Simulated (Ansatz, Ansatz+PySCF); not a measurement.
```csv
atom,x (Å),y (Å),z (Å)
C,0.0000,0.0000,-2.2330
S,0.0000,0.0000,0.8374
```

Basis set: cc-pVDZ (spherical functions). Left uncorrelated: 6 orbitals. Charge 0, multiplicity 1.

Computed with Ansatz (development build ahead of 0.2.0); each method stands on the lowest determinant of its kind that the runs found. Restricted open shells among the atoms or ions are ROHF, correlated in semicanonical orbitals with singles. Restricted functionals stand beside restricted open-shell atoms, which can lie above the unrestricted atoms usual in DFT and then raise those values.

The atomization energy at this shape (free ground-state atoms in the same class of orbitals less the molecule, no zero-point energy) of singlet CS:

```tsv
method	atomization energy
ωB97X (unrestricted)	27.2 kJ/mol
r²SCAN (unrestricted)	51.7 kJ/mol
r²SCAN (restricted)	-105.0 kJ/mol
ωB97X (restricted)	-229.0 kJ/mol
PBE0 (unrestricted)	35.3 kJ/mol
PBE (unrestricted)	93.1 kJ/mol
PBE (restricted)	-5.6 kJ/mol
PBE0 (restricted)	-190.7 kJ/mol
UHF-CCSDT(Q)	45.1 kJ/mol
UHF-CCSD(T)	18.8 kJ/mol
UHF-MP2	16.2 kJ/mol
RHF-MP2	-314.4 kJ/mol
UHF	8.7 kJ/mol
RHF	-378.8 kJ/mol
RHF-CCSD	-271.5 kJ/mol
```

Q: What does RHF-CCSD(T) give?

A: -252.1 kJ/mol. Caution for ωB97X (unrestricted), PBE0 (unrestricted), UHF-CCSDT(Q), UHF-CCSD(T), UHF-MP2, UHF: the unrestricted determinant is a mixture of spin states. Caution for r²SCAN (unrestricted), PBE (unrestricted): the unrestricted determinant is spin contaminated. Caution for r²SCAN (restricted), ωB97X (restricted), PBE (restricted), PBE0 (restricted), RHF-MP2, RHF, RHF-CCSD(T), RHF-CCSD: an unrestricted determinant lies well below. Caution for r²SCAN (restricted), ωB97X (restricted), PBE0 (restricted), RHF-MP2, RHF, RHF-CCSD(T), RHF-CCSD: the molecule lies well above its atoms at this level. Caution for UHF-CCSDT(Q), UHF-CCSD(T), UHF-MP2: a plain start can end on a higher determinant. Caution for UHF-CCSDT(Q), UHF-CCSD(T), UHF-MP2, RHF-MP2, RHF-CCSD(T), RHF-CCSD: bonds are stretched, where a single reference can fail.
